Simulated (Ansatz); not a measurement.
`[SiH3][O][Zn][O][SiH3]` + `OB(O)F` → `OB(F)O[SiH3]` + `[OH][Zn][O][SiH3]`  (ligand exchange at the Si–O bond)

Gas-phase electronic energies from Ansatz, PBE0-D4/def2-TZVP geometries. CCSD(T)/CBS adds triple-zeta CCSD(T) − MP2 to the extrapolated MP2 energy (def2 sets, frozen cores). Functionals use def2-TZVPP. For Zn outer-core shells are correlated without core-valence functions, which leaves a few kJ/mol of doubt a bond. Scalar relativity is left out up to krypton. One conformer a species, not always the lowest.

`[SiH3][O][Zn][O][SiH3]`:

```xyz
11

Si   -1.742   -2.044   -1.528
O    -1.188   -0.520   -1.426
Zn   -0.071    0.499   -0.544
O     1.032    1.617    0.230
Si    1.758    1.933    1.650
H    -0.665   -2.987   -1.943
H    -2.836   -2.096   -2.533
H    -2.274   -2.519   -0.218
H     2.574    0.774    2.113
H     2.651    3.109    1.485
H     0.760    2.236    2.715
```

`OB(O)F`:

Z-matrix (Å, degrees):
```
B
O 1 1.352
F 1 1.333 2 117.9
O 1 1.360 2 121.6 3 180.0
H 2 0.960 1 112.5 3 -180.0
H 4 0.960 1 113.1 2 -180.0
```

`OB(F)O[SiH3]`:

```xyz
9

O    -0.238    1.596   -0.710
B    -0.752    0.365   -0.970
F    -1.640    0.206   -1.954
O    -0.381   -0.710   -0.248
Si    0.671   -0.883    1.017
H    -0.578    2.282   -1.290
H     0.653   -2.317    1.384
H     0.228   -0.058    2.168
H     2.038   -0.481    0.604
```

`[OH][Zn][O][SiH3]`:

```xyz
8

O     0.190    0.291   -3.238
Zn   -0.074   -0.088   -1.537
O    -0.332   -0.636    0.109
Si   -0.014   -0.274    1.659
H    -0.023    1.190   -3.493
H    -0.531   -1.362    2.532
H     1.450   -0.127    1.902
H    -0.666    1.005    2.065
```

| level | ΔE (kcal/mol) |
| --- | --- |
| revPBE-D4 | 3.3 |
| CCSD/def2-SVP | 9.3 |
| MP2/def2-TZVPP | 4.6 |
| HF/CBS(def2) | 6.1 |

Task: What does CCSD(T)/CBS give? (An estimate is asked.)

Result: Ansatz gave: +4.4 kcal/mol. The listed levels differ from it by -1.1, 4.9, 0.2, 1.7 kcal/mol.

Largest T1 diagnostic among the species: 0.016.

In def2-TZVPP, CCSD(T) changes the Hartree–Fock value by −1.4 kcal/mol (the triples alone add −0.2 kcal/mol) and MP2 by −1.5 kcal/mol. From PBE to PBE0 (25 % exact exchange), in def2-TZVPP and without D4, ΔE moves by +1.0 kcal/mol. Leaving LDA and LC-ωPBE aside and taking each functional with its dispersion term where it has one, the values, not all of them listed here, spread over 2.1 kcal/mol, from BLYP-D4 to PBE-QIDH.
